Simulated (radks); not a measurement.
Valence configurations of neutral promethium (all share [Xe]). Method: Dirac Kohn-Sham, PBE, spin-unpolarised, spherical densities, finite nucleus; open shells fill j = l - 1/2 first; Fermi nuclear charge, rms radius 4.962 fm; computed with a radial shooting solver on a logarithmic mesh with Libxc functionals. Energies are relative to 4f5 6s2; eigenvalues in eV.

| valence | E (eV) | e(4f5/2) | e(5d3/2) | e(6p1/2) | e(6p3/2) | e(6s1/2) |
|---|---|---|---|---|---|---|
| 4f5 6s2 | 0.000 | -2.244 | - | - | - | -3.537 |
| 4f4 5d1 6s2 | 2.391 | -7.560 | -2.932 | - | - | -3.910 |
| 4f5 5d1 6s1 | 1.775 | -1.121 | -1.240 | - | - | -3.121 |
| 4f5 6p2 | 4.580 | -4.357 | - | -2.278 | - | - |
| 4f4 6p3 | 10.539 | -12.818 | - | -3.174 | -2.858 | - |
| 4f5 5d2 | 3.718 | -0.532 | -0.942 | - | - | - |
| 4f5 6s1 6p1 | 2.243 | -3.340 | - | -1.852 | - | -4.144 |

NIST lists [Xe] 4f5 6s2 as the ground configuration; this level of theory agrees among the configurations tried. The energies are those of spherical spin-averaged densities, not of single terms. No valid solution was reached for [Xe] 4f5.5 6s1.5; [Xe] 4f6 6s1; [Xe] 4f6.5 6s0.5.
